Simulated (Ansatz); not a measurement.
`Cl[CH](Cl)[InH2]` → `Cl[C]Cl` + `[InH3]` at 500 K and 1 bar (formal loss of a carbene).

Calculated with Ansatz (gas phase, PBE0-D4/def2-TZVP geometries, no zero-point term in ΔE). CBS: MP2 limit from def2 TZ/QZ plus the TZ coupled-cluster correction, frozen cores. This one scheme is used for every species. def2 core potentials past Kr. For In outer-core shells are correlated without core-valence functions, which leaves a few kJ/mol of doubt a bond.

| species | CCSD(T)/CBS energy (Eh) | H − E (kJ/mol) | S (J/(mol·K)) |
| --- | --- | --- | --- |
| `Cl[CH](Cl)[InH2]` | -1149.18442 | 120.1 | 413.5 |
| `Cl[C]Cl` | -957.49147 | 32.6 | 290.0 |
| `[InH3]` | -191.56739 | 65.2 | 255.5 |

H − E and S are ideal-gas, rigid-rotor, harmonic terms from PBE0-D4/def2-TZVP, for one conformer and one mirror image of each species. 1 Eh = 2625.50 kJ/mol, R = 8.31446 J/(mol·K).

Problem. By hand: ΔE, ΔH, ΔS and ΔG.

Solution. ΔE = (-957.49147) + (-191.56739) − (-1149.18442) = 0.12556 Eh = 329.7 kJ/mol. Δ(H − E) = 32.6 + 65.2 − 120.1 = -22.3, so ΔH = 307.4 kJ/mol. ΔS = 290.0 + 255.5 − 413.5 = 132.0 J/(mol·K). ΔG = 307.4 − 500 × (132.0)/1000 = 241.4 kJ/mol.

Problem. By hand: the equilibrium constant, and the temperature at which ΔG would vanish if ΔH and ΔS stayed fixed.

Solution. log₁₀ K = −ΔG/(RT ln 10) = -25.2. ΔG = 0 at ΔH/ΔS = 2329 K.

The number of gas molecules changes by +1, which sets the sign of ΔS. A doubt of 5 kJ/mol in ΔE shifts log₁₀ K by 0.5 here. Other conformers and mirror images would add mixing entropy, several J/(mol·K) or more a flexible species. These are equilibria of isolated gas molecules and say nothing of rates. Largest T1 diagnostic: 0.020 (customary marks: 0.02 for closed shells, 0.045 for open ones).
